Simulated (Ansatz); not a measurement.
```xyz
8

F    -0.056    2.427   -0.513
Ti   -0.017    0.726   -0.153
S     0.000   -0.477   -2.090
S    -1.855    0.150    1.065
S     1.857    0.230    1.047
H    -0.806   -1.413   -1.554
H    -1.132   -0.708    1.810
H     2.009   -0.935    0.389
```

Charge 0, multiplicity 1.

Problem. List the B3LYP/def2-TZVPP orbital energies in eV (Ansatz). (Best estimate.)

Solution. Computed: Occupied: -4869.59, -2418.19, -2418.19, -2418.19, -671.96, -543.74, -454.30, -454.23, -454.23, -216.23, -216.23, -216.23, -160.77, -160.77, -160.77, -160.66, -160.66, -160.66, -160.63, -160.63, -160.63, -66.62, -42.83, -42.33, -42.33, -31.63, -20.12, -19.84, -19.83, -12.90, -12.38, -12.38, -11.59, -11.58, -11.58, -9.21, -8.86, -8.86, -8.16, -8.15, -7.61. Lowest empty: -3.26, -3.26, -2.50, -2.50, -2.17, -0.66, 0.37, 0.37.

B3LYP here is the variant with VWN-RPA as its local correlation; programs differ in this.
